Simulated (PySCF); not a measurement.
An unknown gives this computed stick spectrum. Computed with TDDFT wB97X-D/def2-SVPD, vertical, gas phase, core orbitals frozen in the response in PySCF. Geometries: PBE0-D3(BJ)/def2-SVP, one conformer each.

```csv
state,ν̃ (cm⁻¹),f,"main configurations (H = HOMO, L = LUMO)"
S1,45530,0.028,"H→L (75%), H→L+1 (16%)"
S2,47320,0.315,"H→L+1 (75%), H→L (11%)"
S3,52300,0.038,"H→L+2 (68%), H→L+3 (16%)"
S4,53790,0.029,"H-1→L (57%), H→L+4 (12%), H-1→L+2 (12%)"
S5,54160,0.0038,"H→L+4 (42%), H-1→L (16%), H→L+3 (15%)"
S6,55540,0.0023,"H→L+5 (53%), H→L+3 (26%)"
```

Orbital energies (eV): HOMO-3 -11.38, HOMO-2 -10.18, HOMO-1 -9.31, HOMO -7.89, LUMO 1.40, LUMO+1 2.02, LUMO+2 2.33.

Task: Which structure fits? All have the formula C4H12AlN.
A. `C/C=C/[CH2][AlH2-][NH3+]`
B. `C=CC[N@@H+](C)[AlH3-]`
C. `CCC[N](C)[AlH2]`

Result: A. Its S1 lies at 5.65 eV; the nearest of the others has S1 at 5.08 eV. S1 is HOMO→LUMO (75%), HOMO→LUMO+1 (16%). Löwdin shares by element: HOMO carbon 65% or more, aluminium 10% (atoms not listed hold the other 25%); LUMO aluminium 37%, hydrogen 27% or more, nitrogen 12% (atoms not listed hold the other 24%). At the same level the other candidates give, for their lowest levels:
- `CCC[N](C)[AlH2]`: 5.08 eV (f 0.110); 6.02 eV (f 0.007); 6.09 eV (f 0.001); 6.75 eV (f 0.031); 7.12 eV (f 0.008); T1 4.28 eV; HOMO -8.23, LUMO 0.88 eV
- `C=CC[N@@H+](C)[AlH3-]`: 6.64 eV (f 0.007); 6.73 eV (f 0.017); 7.33 eV (f 0.303); 7.42 eV (f 0.022); 7.52 eV (f 0.124); T1 4.48 eV; HOMO -9.26, LUMO 1.09 eV

The values belong to the conformer `[CH3:1]/[CH:2]=[CH:3]/[CH2:4][AlH2-:5][NH3+:6]`: C2–C3–C4–Al5 -97°, C3–C4–Al5–N6 46°.
Triplets come from the Tamm–Dancoff approximation.
